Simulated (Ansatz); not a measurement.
**Two-coordinate energy map**

SnHCl2 (SMILES [Cl][SnH][Cl]), doublet, PBE0-D4/def2-TZVP minimum:

```xyz
4
angstrom
Cl -2.0908 0.1006 0.0324
Sn 0.1420 -0.1443 -0.6065
Cl 1.1408 -1.4479 1.0539
H 0.8635 1.4314 -0.5003
```

Rows set the bond length Sn2–H4 (Å; 1.736 at the minimum), columns the angle Cl1–Sn2–H4 (°; 106.6), set in this order; the parts move rigidly, in a bend the first-named atom's side turns in the plane, and in a torsion the whole end group turns. CCSD(T) energies count from the value at that structure, in kJ/mol. Computed with Ansatz 0.2.0 (basis: def2-TZVPP); correlated methods freeze the cores; orbitals are unrestricted. Filled d shells of the heavier atoms are correlated. Core potentials replace the inner electrons of the atoms past krypton. The def2 sets are not built for correlating such inner shells, so the correlated values are less sure here.

```tsv
Sn2–H4 \ Cl1–Sn2–H4	76.6	91.6	106.6	121.6	136.6
1.493	93.4	?	43.2	52.3	80.1
1.619	55.8	18.3	6.8	16.1	43.7
1.803	?	14.3	3.5	12.3	38.1
2.019	–	43.8	33.6	?	62.6
```

Fill in the withheld cells. (Judge from chemistry; the value comes from the calculation.)

By the calculation: (1.493, 91.6): 55.2; (1.803, 76.6): 49.7; (2.019, 121.6): 40.7 kJ/mol. These count from the CCSD(T) energy at the PBE0-D4 minimum.

The same grid for a cheaper method: PBE0-D4 − CCSD(T), both counted from the minimum, in kJ/mol:
```csv
Sn2–H4 \ Cl1–Sn2–H4,76.6,91.6,106.6,121.6,136.6
1.493,0.4,3.5,4.7,4.6,3.6
1.619,-1.8,1.2,2.3,2.1,1.1
1.803,-4.9,-2.1,-1.3,-1.5,-2.6
2.019,–,-6.0,-5.4,-5.7,-6.9
```

The T1 diagnostic stays at or below 0.019. ⟨S²⟩ of the unrestricted Hartree–Fock references: 0.76 to 0.82 (a pure state has 0.75). The unrestricted reference is spin-contaminated, which hurts MP2 most.

For scale, one of the runs: CCSD(T)/def2-TZVPP, 148 basis functions (an equivalent command: `ansatz run in.yaml --threads 4`). The run took 33 s on 4 CPU threads (shared host), with 2.4 GiB of host memory at its peak.
